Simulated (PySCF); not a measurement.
Correlation energy of Au (gold, neutral)

[Xe] 4f14 5d10 6d1, 2D determinant (an excited configuration). Calculation: PySCF 2.14, in aug-cc-pVTZ-PP with ECP60MDF (6s6p5d3f2g, 88 functions); a scalar-relativistic core potential. Frozen: 5s2 5p6; 11 electrons correlated.

| level | correlation energy (mhartree) |
| --- | --- |
| CCSD | -319.31 |
| (T) | -13.64 |
| CCSD(T) | -332.95 |

Diagnostics: T1 = 0.0071, D1 = 0.0304, largest double amplitude 0.021.

**Question.** Is a single reference adequate?

**Answer.** Yes, within this model without spin-orbit coupling: T1 lies below 0.03 and no double amplitude reaches 0.07.
